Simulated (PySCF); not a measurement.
Input of a response calculation (the driver script's job line, then coordinates in Å):

```
{"job": {"kind": "uv", "xc": "PBE0", "basis": "def2-SVPD", "nstates": 6, "ntriplets": 2}, "charge": 0, "multiplicity": 1}
N     -1.060621     2.804942     0.272652
C     -1.481228     1.739371     0.259145
Si    -2.173860    -0.001570     0.241604
O     -1.152102    -0.978031    -0.529879
Si     0.313959    -1.578141    -0.905780
O      1.474600    -0.675849    -0.254850
Si     2.111062     0.634585     0.473031
H     -3.393410    -0.001480    -0.559659
H     -2.304526    -0.415607     1.637432
H      0.389963    -2.887826    -0.279090
H      0.408031    -1.488681    -2.353490
H      1.937603     1.774823    -0.420273
H      3.510890     0.253769     0.648678
H      1.418962     0.819221     1.748314
```

Its output, with some lines taken out ([cut]):

```
coarse grid: 13536 points
cycle   1  E = -1114.7023090693  dE =  7.563e-01  |g| = 9.948e-01  |ddm| = 8.223e+00
cycle   2  E = -1114.3118107987  dE =  3.905e-01  |g| = 1.706e+00  |ddm| = 3.262e+00
cycle   3  E = -1114.8835336288  dE = -5.717e-01  |g| = 1.888e-01  |ddm| = 2.173e+00
cycle   4  E = -1114.8876504077  dE = -4.117e-03  |g| = 1.331e-01  |ddm| = 3.855e-01
cycle   5  E = -1114.8914427523  dE = -3.792e-03  |g| = 1.825e-02  |ddm| = 1.954e-01
cycle   6  E = -1114.8915363471  dE = -9.359e-05  |g| = 1.981e-03  |ddm| = 7.532e-02
cycle   7  E = -1114.8915373765  dE = -1.029e-06  |g| = 6.643e-04  |ddm| = 9.354e-03
final grid: 118000 points
cycle   8  E = -1115.0401265299  dE = -9.064e-06  |g| = 8.180e-03  |ddm| = 8.405e-02
cycle   9  E = -1115.0401082371  dE =  1.829e-05  |g| = 1.281e-02  |ddm| = 2.338e-02
cycle  10  E = -1115.0401389034  dE = -3.067e-05  |g| = 1.039e-03  |ddm| = 1.464e-02
cycle  11  E = -1115.0401391303  dE = -2.269e-07  |g| = 3.584e-04  |ddm| = 1.234e-03
cycle  12  E = -1115.0401391584  dE = -2.812e-08  |g| = 7.006e-05  |ddm| = 5.830e-04
cycle  13  E = -1115.0401391596  dE = -1.222e-09  |g| = 1.253e-05  |ddm| = 1.248e-04
cycle  14  E = -1115.0401391596  dE = -3.774e-11  |g| = 6.575e-06  |ddm| = 4.195e-05
converged SCF energy = -1115.0401391596

Static polarisability (au): isotropic 91.579, principal 80.441 93.142 101.154

Singlet excitations
state   eV       nm        f      main configurations
[cut]
  2   6.8907    179.9   0.00112   H-2->L 0.40, H-3->L 0.34
[cut]
[cut]
  5   7.2855    170.2   0.00479   H->L+1 0.46, H-2->L 0.24, H-3->L 0.10
[cut]

Triplet excitations (Tamm-Dancoff, eV): 5.8449 6.2366
```

Method: TDDFT PBE0/def2-SVPD, vertical, gas phase, core orbitals frozen in the response in PySCF. The structure is a single GFN2-xTB conformer in the gas phase; no vibrational or solvent corrections.

What stood in the cut lines?

```
  1   6.5229    190.1   0.00057   H->L 0.89
  3   6.9907    177.4   0.00057   H-1->L 0.88
  4   7.1635    173.1   0.00002   H->L+1 0.30, H-3->L 0.23, H-2->L 0.21
  6   7.3726    168.2   0.01411   H->L+2 0.59, H->L+1 0.13, H-4->L 0.10
```

Which orbital energies lie behind H and L?

HOMO -8.66 eV and LUMO -1.11 eV, a gap of 7.55 eV; state 1 differs from that by -1.03 eV.

How many basis functions and electrons does this run hold?

214 basis functions for 78 electrons in 39 doubly occupied orbitals.

What share of the summed oscillator strength falls to the strongest level in this window?

State 6 at 168 nm: 0.0141 of 0.0212, or 67%.

Write the structure that the coordinates describe.

`N#C[SiH2]O[SiH2]O[SiH3]` (CH7NO2Si3), point group C1.

The SCF starts on a coarse grid; the energy jumps when the final grid takes over, and dE counts afresh there. H and L stand for HOMO and LUMO.

Shape of the structure used: `[N:1]#[C:2][SiH2:3][O:4][SiH2:5][O:6][SiH3:7]`: C2–Si3–O4–Si5 44°, Si3–O4–Si5–O6 -9°, O4–Si5–O6–Si7 -14°.
